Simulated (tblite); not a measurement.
Record of a relaxation.

Species: CH₄BCl₃Ge.
SMILES with atom numbers: `[Cl:1][CH2:2][GeH2:3][B:4]([Cl:5])[Cl:6]` (hydrogens: H7, H8 on C2; H9, H10 on Ge3)

Computed with GFN2-xTB (tblite), gas phase: L-BFGS steps from a force-field or distance-geometry start until the largest atomic force falls under 0.01 eV/Å. 14 of its 116 geometries are shown.

Step 0: E = -571.7701 eV, largest atomic force 2.456 eV/Å
```
atom  x, y, z in Å  |  force x, y, z in eV/Å
Cl1    -1.472    2.043   -0.156   -0.085  -0.240  -0.048
C2     -1.339    0.302   -0.404   -0.294  -0.877  -0.619
Ge3     0.001   -0.519    0.768    0.859  -0.703   1.183
B4      1.818   -0.053    0.013    0.560   0.962  -2.189
Cl5     2.260    1.726   -0.190   -0.294  -2.048   0.369
Cl6     2.433   -1.174   -1.330   -0.479   1.204   1.585
H7     -2.294   -0.242   -0.256    0.230   0.741  -0.083
H8     -1.004    0.077   -1.437   -0.318   0.416   0.340
H9     -0.209   -2.065    0.730   -0.045   0.702   0.031
H10    -0.185   -0.090    2.240   -0.134  -0.157  -0.570
```

Step 9: E = -572.3446 eV, largest atomic force 0.223 eV/Å
```
atom  x, y, z in Å  |  force x, y, z in eV/Å
Cl1    -1.453    1.981   -0.139    0.085   0.077   0.076
C2     -1.326    0.231   -0.403   -0.051   0.074   0.063
Ge3     0.057   -0.541    0.800    0.096   0.044  -0.190
B4      1.752    0.015   -0.164    0.069  -0.056   0.044
Cl5     2.299    1.622   -0.142    0.056   0.006   0.016
Cl6     2.462   -1.115   -1.236    0.019   0.061   0.028
H7     -2.314   -0.180   -0.249   -0.199  -0.101   0.007
H8     -1.040    0.099   -1.441   -0.044  -0.081  -0.113
H9     -0.207   -2.013    0.756    0.015  -0.101   0.045
H10    -0.221   -0.094    2.195   -0.046   0.075   0.024
```

Step 18: E = -572.3796 eV, largest atomic force 0.126 eV/Å
```
atom  x, y, z in Å  |  force x, y, z in eV/Å
Cl1    -1.371    1.949   -0.078   -0.036   0.019  -0.038
C2     -1.394    0.201   -0.411    0.001   0.021  -0.051
Ge3     0.047   -0.545    0.737    0.039   0.015  -0.065
B4      1.782    0.027   -0.171   -0.004  -0.036  -0.032
Cl5     2.389    1.613   -0.089   -0.028  -0.005   0.078
Cl6     2.543   -1.087   -1.222   -0.010  -0.013   0.035
H7     -2.402   -0.162   -0.234    0.008   0.005   0.126
H8     -1.169    0.073   -1.466   -0.016   0.007  -0.089
H9     -0.163   -2.029    0.805    0.029  -0.065  -0.032
H10    -0.253   -0.035    2.106    0.018   0.053   0.067
```

Step 27: E = -572.3934 eV, largest atomic force 0.090 eV/Å
```
atom  x, y, z in Å  |  force x, y, z in eV/Å
Cl1    -1.364    1.955   -0.110   -0.020  -0.054  -0.057
C2     -1.419    0.203   -0.427   -0.021  -0.013   0.025
Ge3     0.049   -0.547    0.696    0.003   0.032  -0.084
B4      1.791    0.018   -0.173    0.059  -0.025  -0.019
Cl5     2.406    1.591    0.002    0.030   0.012   0.008
Cl6     2.588   -1.091   -1.202    0.015   0.038   0.009
H7     -2.408   -0.153   -0.156   -0.038   0.035   0.034
H8     -1.280    0.062   -1.497    0.030  -0.013   0.040
H9     -0.121   -2.037    0.792   -0.057  -0.002  -0.023
H10    -0.234    0.005    2.053    0.000  -0.008   0.067
```

Step 35: E = -572.4057 eV, largest atomic force 0.098 eV/Å
```
atom  x, y, z in Å  |  force x, y, z in eV/Å
Cl1    -1.385    1.967   -0.223   -0.004  -0.010   0.012
C2     -1.470    0.199   -0.411    0.062   0.047   0.003
Ge3     0.057   -0.530    0.643   -0.027  -0.007  -0.063
B4      1.834    0.016   -0.180   -0.018  -0.038  -0.007
Cl5     2.464    1.565    0.116    0.045   0.017  -0.017
Cl6     2.683   -1.071   -1.192   -0.031   0.069   0.036
H7     -2.442   -0.125   -0.047    0.034   0.027  -0.041
H8     -1.389   -0.003   -1.475   -0.063  -0.073  -0.009
H9     -0.153   -2.014    0.730   -0.013  -0.052  -0.008
H10    -0.190    0.000    2.015    0.015   0.020   0.095
```

Step 44: E = -572.4093 eV, largest atomic force 0.052 eV/Å
```
atom  x, y, z in Å  |  force x, y, z in eV/Å
Cl1    -1.383    1.971   -0.272    0.021   0.006  -0.014
C2     -1.479    0.201   -0.412    0.022   0.009   0.026
Ge3     0.053   -0.528    0.631    0.018  -0.004  -0.022
B4      1.838    0.025   -0.174    0.006  -0.048  -0.019
Cl5     2.492    1.558    0.152    0.005   0.045   0.013
Cl6     2.700   -1.050   -1.185   -0.031   0.014   0.002
H7     -2.442   -0.104   -0.013   -0.035   0.003   0.003
H8     -1.441   -0.043   -1.470    0.005  -0.017  -0.012
H9     -0.165   -2.014    0.703    0.012  -0.005  -0.001
H10    -0.164   -0.011    2.018   -0.022  -0.001   0.023
```

Step 53: E = -572.4128 eV, largest atomic force 0.056 eV/Å
```
atom  x, y, z in Å  |  force x, y, z in eV/Å
Cl1    -1.309    1.966   -0.366    0.005  -0.001  -0.004
C2     -1.478    0.195   -0.404    0.000   0.012  -0.001
Ge3     0.054   -0.531    0.642   -0.022  -0.012  -0.020
B4      1.831    0.052   -0.163   -0.027  -0.031   0.024
Cl5     2.498    1.574    0.192    0.004  -0.029  -0.023
Cl6     2.654   -1.018   -1.210    0.012   0.054  -0.006
H7     -2.450   -0.047    0.018    0.005   0.001   0.039
H8     -1.471   -0.108   -1.448    0.036  -0.008  -0.011
H9     -0.139   -2.024    0.672    0.002   0.010   0.014
H10    -0.181   -0.054    2.043   -0.013   0.003  -0.011
```

Step 62: E = -572.4144 eV, largest atomic force 0.043 eV/Å
```
atom  x, y, z in Å  |  force x, y, z in eV/Å
Cl1    -1.277    1.963   -0.405    0.011   0.001   0.009
C2     -1.472    0.194   -0.402    0.014   0.013   0.010
Ge3     0.052   -0.540    0.651    0.004  -0.011  -0.034
B4      1.824    0.053   -0.155   -0.006   0.004   0.008
Cl5     2.493    1.575    0.204   -0.013  -0.014   0.007
Cl6     2.640   -0.987   -1.236    0.003   0.007  -0.012
H7     -2.441   -0.023    0.036   -0.019  -0.007   0.017
H8     -1.474   -0.130   -1.439    0.012  -0.025  -0.033
H9     -0.136   -2.034    0.675   -0.009   0.024   0.009
H10    -0.200   -0.067    2.048    0.005   0.009   0.018
```

Step 71: E = -572.4155 eV, largest atomic force 0.029 eV/Å
```
atom  x, y, z in Å  |  force x, y, z in eV/Å
Cl1    -1.237    1.954   -0.443    0.002  -0.004  -0.012
C2     -1.465    0.188   -0.405   -0.001   0.017   0.018
Ge3     0.053   -0.548    0.653   -0.001  -0.019  -0.019
B4      1.822    0.053   -0.153   -0.013   0.003   0.001
Cl5     2.479    1.570    0.243    0.006  -0.012   0.005
Cl6     2.631   -0.947   -1.275   -0.001   0.009  -0.001
H7     -2.432    0.000    0.053   -0.026  -0.010  -0.001
H8     -1.488   -0.161   -1.434    0.016   0.002  -0.006
H9     -0.154   -2.037    0.691    0.007  -0.007  -0.001
H10    -0.200   -0.068    2.048    0.011   0.021   0.016
```

Step 80: E = -572.4163 eV, largest atomic force 0.016 eV/Å
```
atom  x, y, z in Å  |  force x, y, z in eV/Å
Cl1    -1.209    1.944   -0.484   -0.006   0.015   0.000
C2     -1.466    0.185   -0.403    0.004  -0.009   0.003
Ge3     0.050   -0.555    0.655    0.000   0.000  -0.007
B4      1.814    0.054   -0.154    0.001   0.001   0.002
Cl5     2.475    1.557    0.288    0.008  -0.008   0.003
Cl6     2.620   -0.910   -1.308   -0.004   0.002  -0.006
H7     -2.436    0.021    0.059   -0.004  -0.004   0.003
H8     -1.494   -0.186   -1.424    0.002  -0.004  -0.014
H9     -0.163   -2.044    0.700    0.005   0.007   0.008
H10    -0.182   -0.059    2.049   -0.005   0.000   0.009
```

Step 88: E = -572.4167 eV, largest atomic force 0.040 eV/Å
```
atom  x, y, z in Å  |  force x, y, z in eV/Å
Cl1    -1.221    1.945   -0.478    0.000   0.010   0.003
C2     -1.465    0.184   -0.407   -0.012  -0.038   0.001
Ge3     0.049   -0.551    0.659   -0.004  -0.007  -0.006
B4      1.813    0.052   -0.156    0.004  -0.004  -0.001
Cl5     2.488    1.545    0.301    0.010  -0.010  -0.002
Cl6     2.603   -0.904   -1.329   -0.013   0.014   0.008
H7     -2.440    0.009    0.043    0.024   0.002   0.001
H8     -1.479   -0.183   -1.431    0.001   0.003   0.003
H9     -0.161   -2.040    0.723   -0.001   0.010  -0.015
H10    -0.179   -0.052    2.052   -0.009   0.021   0.009
```

Step 97: E = -572.4219 eV, largest atomic force 0.099 eV/Å
```
atom  x, y, z in Å  |  force x, y, z in eV/Å
Cl1    -1.214    1.888   -0.620   -0.002  -0.060   0.006
C2     -1.456    0.128   -0.437    0.062   0.068  -0.037
Ge3     0.045   -0.515    0.702   -0.006   0.076   0.051
B4      1.806    0.074   -0.131   -0.022  -0.009  -0.048
Cl5     2.712    1.331    0.562    0.035   0.030   0.029
Cl6     2.346   -0.645   -1.583   -0.014  -0.003   0.020
H7     -2.435   -0.012    0.008   -0.035  -0.029   0.002
H8     -1.448   -0.301   -1.438   -0.005   0.007   0.050
H9     -0.139   -1.997    0.843   -0.023  -0.068  -0.004
H10    -0.210    0.053    2.070    0.011  -0.012  -0.069
```

Step 106: E = -572.4244 eV, largest atomic force 0.047 eV/Å
```
atom  x, y, z in Å  |  force x, y, z in eV/Å
Cl1    -1.274    1.873   -0.629    0.003  -0.027  -0.001
C2     -1.452    0.107   -0.450    0.023   0.026  -0.032
Ge3     0.046   -0.479    0.718   -0.003  -0.004   0.009
B4      1.808    0.085   -0.126    0.019   0.001  -0.012
Cl5     2.846    1.191    0.646   -0.012  -0.015  -0.012
Cl6     2.232   -0.535   -1.659    0.000   0.015   0.015
H7     -2.436   -0.076   -0.030   -0.024  -0.009   0.001
H8     -1.404   -0.324   -1.448   -0.010   0.010   0.018
H9     -0.133   -1.964    0.896    0.002   0.008   0.008
H10    -0.222    0.127    2.061    0.002  -0.007   0.005
```

Step 115: E = -572.4255 eV, largest atomic force 0.005 eV/Å
```
atom  x, y, z in Å  |  force x, y, z in eV/Å
Cl1    -1.257    1.838   -0.704   -0.001  -0.002   0.000
C2     -1.450    0.083   -0.463    0.003  -0.001   0.001
Ge3     0.041   -0.464    0.732   -0.002   0.000   0.001
B4      1.803    0.095   -0.120   -0.002   0.003   0.003
Cl5     2.941    1.029    0.734    0.001  -0.002   0.001
Cl6     2.126   -0.344   -1.736    0.001  -0.002  -0.003
H7     -2.439   -0.080   -0.046    0.000   0.000   0.001
H8     -1.399   -0.383   -1.445    0.000   0.001   0.001
H9     -0.128   -1.942    0.965    0.001   0.002  -0.001
H10    -0.230    0.173    2.060    0.001   0.000  -0.003
```

Task: Summarise the path.

Result: The energy falls by 0.6554 eV from step 0 to step 115; nine tenths of that is first reached at step 13. It rises by more than 0.2 meV at step 96. The largest force goes from 2.456 to 0.005 eV/Å. Among the bonds B4–Cl6 changes most, from 1.855 to 1.705 Å; the atoms move by 0.623 Å rms after alignment.

What follows is the cost of the whole relaxation. The run took 0.85 s wall on an Arm Neoverse V1 with one thread, on a shared host.
